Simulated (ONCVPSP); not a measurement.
**Before and after: ONCV potential for La**

| Property | Result |
| --- | --- |
| Element | La (Z = 57) |
| Generator | ONCVPSP 4.0.1 |
| Type | optimised norm-conserving Vanderbilt (ONCV) |
| Functional | PBEsol |
| Relativity | scalar-relativistic |
| Frozen core | [Kr] 4d10 |
| Valence charge | 11 |
| Reference configuration | 5s2 5p6 5d1.5 6s1.5 |
| Partial waves | 5s+6s: rc 2.40 bohr, ncon 3, nbas 6, qcut 4.6 1/bohr, 2 projectors; 5p: rc 3.00 bohr, ncon 3, nbas 7, qcut 4.9 1/bohr, 2 projectors, debl 1.1 Ha; 5d: rc 4.00 bohr, ncon 4, nbas 9, qcut 4.6 1/bohr, 2 projectors, debl 2.8 Ha; f scattering state at 0.38 Ha: rc 2.40 bohr, ncon 5, nbas 8, qcut 4.2 1/bohr, local |
| Local potential | the f channel |
| Core correction | none |

In the f channel the program set the typed energies aside and used -0.130 Ha.

Change: all radii scaled by about 1.20 (s 2.88, p 3.58, d 4.78, f 2.88 bohr). In the p channel the program set the typed energies aside and used -0.795, 0.050 Ha. In the f channel the program set the typed energies aside and used -0.130 Ha.

Cutoffs: the cutoffs (Ha) at which the residual kinetic energy of the hardest occupied pseudo-wave falls to 1 and 0.1 mHa per electron; they do not see the model core or the augmentation charge, which bear on the density cutoff. Errors are all-electron minus pseudo energies relative to the spin-unpolarised reference configuration.

Problem. Predict the effect on cutoff, ghosts and configuration errors.

Solution. The potential gets softer (7.5 Ha and 9.1 Ha → 6.0 Ha and 7.7 Ha); the bound ghosts move from p, s to d, p, s; the lowest positive-energy flag moves from s at 24.1 eV to d at 67.9 eV; of the 4 tests that both files solve, the error grows in 4 and shrinks in 0 by more than 15 % and 0.3 meV (median size 1.2 → 62.0 meV). A larger radius leaves more room for a smooth pseudo-wave, so fewer plane waves are needed. More of the atom is replaced by a form fitted at one configuration, so other configurations suffer.

| quantity | base | changed |
| --- | --- | --- |
| cutoff, loose | 7.5 Ha | 6.0 Ha |
| cutoff, tight | 9.1 Ha | 7.7 Ha |
| loose cutoff by channel | s 7.5 Ha, p 5.1 Ha, d 5.3 Ha | s 6.0 Ha, p 5.3 Ha, d 4.5 Ha |
| bound ghosts | s, p | s, p, d |
| GHOST(+) flags under 300 eV | s at 24.1 eV, d at 41.8 eV | d at 67.9 eV |
| error for 5s2 5p6 5d1 6s2, meV [ΔE -0.35 eV] | +0.9 | -5.3 |
| error for 5s2 5p6 5d1 6s1, meV [ΔE 5.64 eV] | +1.5 | -81 |
| error for 5s2 5p6 5d1 6s0, meV [ΔE 16.49 eV] | +0.9 | -354 |
| error for 5s2 5p6 5d0 6s2, meV [ΔE 6.05 eV] | +6.9 | +43 |

Base: The cutoffs count occupied waves only; projector 1 of the f channel, the hardest unoccupied one, needs 47 Ha at the loose tolerance. Changed file: The cutoffs count occupied waves only; projector 1 of the f channel, the hardest unoccupied one, needs 31 Ha at the loose tolerance. A true bound ghost makes a file unfit for plane-wave use even where its test errors are small: the radial tests pick states by their node count and pass the ghost by.
